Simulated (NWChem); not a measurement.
System: CH$_{3}$ISn, singlet; SMILES [Sn]([CH3])[I]

Here is an NWChem input.

```
start job
memory heap 200 mb stack 900 mb global 1100 mb
geometry units angstroms noautoz
  Sn    -0.307983     1.287217    -0.005958
  I      0.049740    -1.448398     0.007077
  C      1.840475     1.753836    -0.001395
  H      2.010300     2.841587    -0.023288
  H      2.327686     1.291140    -0.874940
  H      2.311106     1.331274     0.901410
end
basis spherical
  * library def2-svp
end
ecp
  Sn library def2-ecp
  I library def2-ecp
end
dft
  xc m06-2x
  grid fine
  iterations 150
  mulliken
end
task dft gradient
```

Excerpt of the output:

```
             Northwest Computational Chemistry Package (NWChem) 7.3.0
             --------------------------------------------------------

 C1  symmetry detected

                             Geometry "geometry" -> ""
                             -------------------------

 Output coordinates in angstroms (scale by  1.889725989 to convert to a.u.)

  No.       Tag          Charge          X              Y              Z
 ---- ---------------- ---------- -------------- -------------- --------------
    1 Sn                  50.0000    -0.33698451     1.25935723    -0.00002743
    2 I                   53.0000    -0.01194155    -1.48036396    -0.00001795
    3 C                    6.0000     1.81690041     1.70027171    -0.00026025
    4 H                    1.0000     1.99964382     2.78600348    -0.01796487
    5 H                    1.0000     2.29581562     1.23562650    -0.87735093
    6 H                    1.0000     2.28526577     1.26816820     0.89920042

 Effective nuclear repulsion energy (a.u.)     685.6272267534

                                 NWChem DFT Module
                                 -----------------

 Summary of "ao basis" -> "ao basis" (spherical)
 ------------------------------------------------------------------------------
       Tag                 Description            Shells   Functions and Types
 ---------------- ------------------------------  ------  ---------------------
 Sn                         def2-svp                10       26   4s4p2d
 I                          def2-svp                10       26   4s4p2d
 C                          def2-svp                 6       14   3s2p1d
 H                          def2-svp                 3        5   2s1p

            General Information
            -------------------
          SCF calculation type: DFT
          Wavefunction type:  closed shell.
          No. of atoms     :     6
          No. of electrons :    56
           Alpha electrons :    28
            Beta electrons :    28
          Charge           :     0
          Spin multiplicity:     1
          Use of symmetry is: off; symmetry adaption is: off
          Maximum number of iterations: 150
          AO basis - number of functions:    81
                     number of shells:    35
          Convergence on energy requested:  1.00D-06
          Convergence on density requested:  1.00D-05
          Convergence on gradient requested:  5.00D-04

              XC Information
              --------------
                       M06-2X Method XC Functional
                     Hartree-Fock (Exact) Exchange  0.540
                        M06-2X Exchange Functional  1.000
                      M06-2X Correlation Potential  1.000

             Grid Information
             ----------------
          Grid used for XC integration:  fine
          Radial quadrature: Mura-Knowles
          Angular quadrature: Lebedev.
          Tag              B.-S. Rad. Rad. Pts. Rad. Cut. Ang. Pts.
          ---              ---------- --------- --------- ---------
          Sn                  1.45      141          10.0       974
          I                   1.40      141          12.0       974
          C                   0.70       70          11.0       590
          H                   0.35       60          12.0       590
          Grid pruning is: on
          Number of quadrature shells:   532
          Spatial weights used:  Erf1

      Superposition of Atomic Density Guess
      -------------------------------------

 Sum of atomic energies:        -635.34551044

      Non-variational initial energy
      ------------------------------

 Total energy =    -549.760746
 1-e energy   =   -1326.256434
 2-e energy   =     585.508531
 HOMO         =      -0.231925
 LUMO         =      -0.058554

     ---------------------------------------------
      Total Density - Mulliken Population Analysis
     ---------------------------------------------

    Atom       Charge   Shell Charges
 -----------   ------   -------------------------------------------------------
    1 Sn  22    21.05   1.60  0.43  1.20  0.69  3.27  2.72  0.65  0.42  9.77  0.31
    2 I   25    25.57   1.83  0.22  1.24  0.68  2.92  3.14  2.71  2.83  9.83  0.19
    3 C    6     6.76   1.99  0.98  0.33  2.12  1.33  0.01
    4 H    1     0.88   0.66  0.19  0.03
    5 H    1     0.88   0.65  0.19  0.03
    6 H    1     0.88   0.65  0.19  0.03

   convergence    iter        energy       DeltaE   RMS-Dens  Diis-err
 ---------------- ----- ----------------- --------- --------- ---------
 d= 0,ls=0.0,diis     1   -551.7220146037 -7.43D+02  1.10D-02  1.87D-01
 d= 0,ls=0.0,diis     2   -551.7358650151 -1.39D-02  4.77D-03  1.25D-01
 d= 0,ls=0.0,diis     3   -551.7560238555 -2.02D-02  7.95D-04  2.82D-03
 d= 0,ls=0.0,diis     4   -551.7564625706 -4.39D-04  2.27D-04  1.22D-04
 d= 0,ls=0.0,diis     5   -551.7564825931 -2.00D-05  8.78D-05  4.26D-05
  Resetting Diis
 d= 0,ls=0.0,diis     6   -551.7564898499 -7.26D-06  1.69D-05  5.55D-07
 d= 0,ls=0.0,diis     7   -551.7564900034 -1.54D-07  4.26D-06  2.21D-08

         Total DFT energy =     -551.756490003423
      One electron energy =    -1328.470083780719
           Coulomb energy =      632.408433412000
    Exchange-Corr. energy =      -46.681997027484
 Nuclear repulsion energy =      190.987157392780

 Numeric. integr. density =       56.000000617284

                       DFT Final Molecular Orbital Analysis
                       ------------------------------------

 Vector   26  Occ=2.000000D+00  E=-3.120880D-01
              MO Center= -1.4D-01, -8.3D-01, -6.3D-03, r^2= 3.7D+00
   Bfn.  Coefficient  Atom+Function         Bfn.  Coefficient  Atom+Function
  ----- ------------  ---------------      ----- ------------  ---------------
    37      0.426604  2 I  px                40      0.393714  2 I  px
    38      0.319627  2 I  py                41      0.284227  2 I  py
     3     -0.209910  1 Sn s                 34     -0.175702  2 I  px
     4     -0.155668  1 Sn s                 11      0.147595  1 Sn px
    31     -0.142906  2 I  px                12     -0.136820  1 Sn py

 Vector   27  Occ=2.000000D+00  E=-3.119287D-01
              MO Center= -2.6D-02, -1.3D+00,  6.1D-03, r^2= 2.4D+00
   Bfn.  Coefficient  Atom+Function         Bfn.  Coefficient  Atom+Function
  ----- ------------  ---------------      ----- ------------  ---------------
    39      0.568969  2 I  pz                42      0.536363  2 I  pz
    36     -0.235222  2 I  pz                33     -0.191557  2 I  pz
    13      0.095492  1 Sn pz                16      0.094013  1 Sn pz
    18      0.040940  1 Sn d -1              23     -0.040376  1 Sn d -1
    37     -0.035434  2 I  px                58     -0.034878  3 C  pz

 Vector   28  Occ=2.000000D+00  E=-2.758717D-01
              MO Center= -2.3D-02,  4.6D-01,  1.2D-04, r^2= 5.2D+00
   Bfn.  Coefficient  Atom+Function         Bfn.  Coefficient  Atom+Function
  ----- ------------  ---------------      ----- ------------  ---------------
    40      0.357300  2 I  px                37      0.351119  2 I  px
     3      0.316331  1 Sn s                  4      0.311356  1 Sn s
    11     -0.296483  1 Sn px                56      0.263006  3 C  px
    59      0.210380  3 C  px                55     -0.207578  3 C  s
    14     -0.163386  1 Sn px                34     -0.145106  2 I  px

 Vector   29  Occ=0.000000D+00  E=-7.657821D-02
              MO Center= -3.2D-01,  1.1D+00, -5.9D-04, r^2= 4.2D+00
   Bfn.  Coefficient  Atom+Function         Bfn.  Coefficient  Atom+Function
  ----- ------------  ---------------      ----- ------------  ---------------
    16      0.696761  1 Sn pz                13      0.457776  1 Sn pz
    42     -0.244498  2 I  pz                10     -0.158886  1 Sn pz
    39     -0.157902  2 I  pz                 7     -0.149996  1 Sn pz
    78     -0.113927  6 H  s                 73      0.112016  5 H  s
    77     -0.074191  6 H  s                 72      0.072616  5 H  s

 Vector   30  Occ=0.000000D+00  E=-1.762073D-03
              MO Center= -3.4D-01,  1.0D+00,  2.3D-04, r^2= 5.9D+00
   Bfn.  Coefficient  Atom+Function         Bfn.  Coefficient  Atom+Function
  ----- ------------  ---------------      ----- ------------  ---------------
    15      1.007463  1 Sn py                41      0.633111  2 I  py
    30      0.500562  2 I  s                 12      0.396083  1 Sn py
     3     -0.262226  1 Sn s                 55     -0.253735  3 C  s
    38      0.234180  2 I  py                 4     -0.178070  1 Sn s
    29      0.160500  2 I  s                  9     -0.136633  1 Sn py

 Vector   31  Occ=0.000000D+00  E= 5.200219D-02
              MO Center=  1.1D-01,  1.2D+00,  3.1D-03, r^2= 6.4D+00
   Bfn.  Coefficient  Atom+Function         Bfn.  Coefficient  Atom+Function
  ----- ------------  ---------------      ----- ------------  ---------------
    55      1.550802  3 C  s                 14     -1.231862  1 Sn px
     4     -0.911795  1 Sn s                 59     -0.421041  3 C  px
    41      0.316798  2 I  py                68     -0.290289  4 H  s
    78     -0.278434  6 H  s                 73     -0.269692  5 H  s
    30      0.239031  2 I  s                 11     -0.214768  1 Sn px

[...]

                         DFT ENERGY GRADIENTS

    atom               coordinates                        gradient
                 x          y          z           x          y          z
   1 Sn     -0.636808   2.379840  -0.000052    0.000614  -0.003203   0.000018
   2 I      -0.022566  -2.797482  -0.000034   -0.000691   0.002928  -0.000010
   3 C       3.433444   3.213048  -0.000492   -0.000045  -0.000197  -0.000020
   4 H       3.778779   5.264783  -0.033949   -0.000309   0.001222  -0.000026
   5 H       4.338462   2.334996  -1.657953    0.000229  -0.000396  -0.000875
   6 H       4.318526   2.396490   1.699242    0.000202  -0.000355   0.000913
```

Level: M06-2X/def2-SVP with def2 effective core potentials on Sn, I. Low-valent species are run as closed-shell singlets; no triplet was tried in these runs. Structure relaxed at the PBE0/def2-SVP level. def2 effective core potentials on Sn, I; no spin-orbit coupling.
